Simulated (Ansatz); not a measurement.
`CN[SiH](Cl)OC` + H–F → `CN[SiH](F)OC` + HCl  (ligand exchange at the Si–Cl bond)

Gas-phase electronic energies from Ansatz, PBE0-D4/def2-TZVP geometries. CCSD(T)/CBS adds triple-zeta CCSD(T) − MP2 to the extrapolated MP2 energy (def2 sets, frozen cores). This one scheme is used for every species. DFT in def2-TZVPP. Each species was taken in one conformer, which may not be the lowest.

| level | ΔE (kJ/mol) |
| --- | --- |
| r2SCAN | -48.8 |
| MP2/CBS(def2) | -38.2 |

Q: What does CCSD(T)/CBS give? (Estimate.)

A: Computed: -44.9 kJ/mol. The listed levels differ from it by -3.9, 6.7 kJ/mol.

Largest T1 diagnostic among the species: 0.011.

In def2-TZVPP, CCSD(T) changes the Hartree–Fock value by +10.7 kJ/mol (the triples alone add +2.7 kJ/mol) and MP2 by +17.4 kJ/mol. The D4 term adds +5.6 kJ/mol with B3LYP and +3.0 kJ/mol with PBE0; it sums over pairs of atoms, weighted by their polarisabilities, and B3LYP, whose exchange is more repulsive, gets the larger term.

B3LYP here is the variant with VWN-RPA as its local correlation; programs differ in this.
